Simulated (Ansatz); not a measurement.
`C[Si]1(Br)CN1` → `CN(C)[Si]Br`  (isomerisation)

Calculated with Ansatz (gas phase, PBE0-D4/def2-TZVP geometries, no zero-point term in ΔE). CCSD(T)/CBS is the MP2 limit (def2-TZVPP, def2-QZVPP) plus CCSD(T) − MP2 in def2-TZVPP, frozen cores. Functionals use def2-TZVPP. B3LYP here is the variant with VWN-RPA as its local correlation; programs differ in this. For Br outer-core shells are correlated without core-valence functions, which leaves a few kJ/mol of doubt a bond. Scalar relativity is left out up to krypton. One conformer a species, not always the lowest.

```
             level  ΔE (kcal/mol)  difference from CCSD(T)/CBS
            PBE-D4           -2.9                         -1.0
         r2SCAN-D4            1.3                          3.2
            B97M-V            0.2                          2.1
        r2SCAN0-D4            1.7                          3.6
          BHLYP-D4           -3.6                         -1.7
           ωB97X-V            0.2                          2.1
            B2PLYP           -3.2                         -1.3
          PBE-QIDH            0.9                          2.8
               PBE           -2.4                         -0.5
             B3LYP           -4.5                         -2.6
  CCSD(T)/def2-SVP          -13.0                        -11.1
    MP2/def2-TZVPP           -0.1                          1.8
   CCSD/def2-TZVPP           -2.9                         -1.0
CCSD(T)/def2-TZVPP           -3.2                         -1.3
SCS-MP2/def2-QZVPP           -0.9                          1.0
    CCSD/CBS(def2)           -1.6                          0.3
       CCSD(T)/CBS           -1.9                            0
```

(1) What do rigid-rotor, harmonic-oscillator terms from PBE0-D4/def2-TZVP frequencies (298.15 K, 1 bar) make of the CCSD(T)/CBS value? (Estimate.)

Largest T1 diagnostic among the species: 0.012.

Answers

(1) The calculation gave: ΔZPE = +2.1 kcal/mol, ΔH = +0.2 kcal/mol, ΔS = 1 J/(mol·K), ΔG = +0.1 kcal/mol.

At CCSD(T), def2-SVP lies −11.1 kcal/mol from the extrapolated value and def2-TZVPP −1.3 kcal/mol. Leaving LDA and LC-ωPBE aside and taking each functional with its dispersion term where it has one, the values, not all of them listed here, spread over 9.3 kcal/mol, from BLYP-D4 to r2SCAN0-D4. LDA lies −1.0 kcal/mol from PBE without D4.

CCSD(T)/CBS has its own doubt, a few kJ/mol and more with outer-core shells, so smaller differences from it don't rank the levels.
